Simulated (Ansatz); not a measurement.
Program: Ansatz. Geometries: PBE0-D4/def2-TZVP. ΔE: electronic, gas phase. CBS: MP2 limit from def2 TZ/QZ plus the TZ coupled-cluster correction, frozen cores. One conformer a species, not always the lowest.

`C[SiH2][Al]([F])[SiH3]` + `C=C[SiH2]N` → `C=C[SiH2]N[SiH3]` + `C[SiH2][AlH][F]`  (cleavage of the Si–Al bond)

| species | SCS-MP2/def2-QZVPP energy (Eh) |
| --- | --- |
| `C[SiH2][Al]([F])[SiH3]` | -962.78573 |
| `C=C[SiH2]N` | -424.00762 |
| `C=C[SiH2]N[SiH3]` | -714.28817 |
| `C[SiH2][AlH][F]` | -672.52863 |

**Question.** Work out ΔE.

**Answer.** ΔE = (-714.28817) + (-672.52863) − (-962.78573) − (-424.00762) = -0.02345 Eh = -61.6 kJ/mol. CCSD(T)/CBS gives -49.6 kJ/mol.

Largest T1 diagnostic among the species: 0.013.

In def2-TZVPP, CCSD(T) changes the Hartree–Fock value by +15.6 kJ/mol (the triples alone add +1.8 kJ/mol) and MP2 by +6.0 kJ/mol. From PBE to PBE0 (25 % exact exchange), in def2-TZVPP and without D4, ΔE moves by −7.4 kJ/mol.
